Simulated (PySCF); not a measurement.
**Which determinant of MgZn lies lowest?**

Unrestricted PBE0; basis Mg def2-SVPD, Zn def2-SVPD; no relativity; PySCF 2.14. Outer shells of the fragments: Mg 3s2; Zn 3d10 4s2.

Followed along the bond (rough minima from three points):

```tsv
2Ms+1	unpaired	⟨S²⟩ at the start	R at minimum (Å)	Te (eV)
1	none	0.00	3.27	0.00
3	σ ↑, π ↑	2.01	2.57	1.61
3	σ ↑↑	2.00	2.79	1.80
1	σ ↑, π ↓	1.02	2.55	1.88
```

Solutions found at the starting distance of 2.545 Å, counted from the lowest of them; the search is not exhaustive and high or unbound solutions are not listed, so other states can lie among these:

```json
{"2Ms+1": "1", "unpaired": "none", "term": "¹Σ⁺", "E (eV)": "0.00", "⟨S²⟩": "0.00", "⟨Lz²⟩": "0.00", "μ (D)": "0.37"}
{"2Ms+1": "3", "unpaired": "σ ↑, π ↑", "term": "³Π", "E (eV)": "1.26", "⟨S²⟩": "2.01", "⟨Lz²⟩": "1.00", "μ (D)": "-0.10"}
{"2Ms+1": "1", "unpaired": "σ ↑, π ↓", "term": "mixed", "E (eV)": "1.54", "⟨S²⟩": "1.02", "⟨Lz²⟩": "1.00", "μ (D)": "-0.28"}
{"2Ms+1": "3", "unpaired": "σ ↑↑", "term": "³Σ⁺", "E (eV)": "1.56", "⟨S²⟩": "2.00", "⟨Lz²⟩": "0.00", "μ (D)": "-0.77"}
{"2Ms+1": "3", "unpaired": "π ↑↑", "term": "³Σ⁻", "E (eV)": "3.53", "⟨S²⟩": "2.03", "⟨Lz²⟩": "0.00", "μ (D)": "-0.75"}
{"2Ms+1": "1", "unpaired": "π ↑↓", "term": "mixed", "E (eV)": "3.71", "⟨S²⟩": "1.01", "⟨Lz²⟩": "2.01", "μ (D)": "-0.84"}
```

A term symbol is given only where ⟨S²⟩ and ⟨Lz²⟩ are close to those of a pure state; real π, δ and φ orbitals otherwise mix terms. A positive dipole means Mg(−)Zn(+).

Compare the gap between the two lowest followed solutions at the starting distance with the gap between their minima.

At PBE0 the second solution (triplet, unpaired electrons σ ↑, π ↑) lies +1.26 eV from the first (singlet, closed shell) at 2.545 Å and +1.61 eV at the minima; the two curves relax by different amounts, since their minima lie near 2.57 and 3.27 Å.

Counting both spins, an empty level lies below a filled one in some of these solutions, because spin and occupation are held.
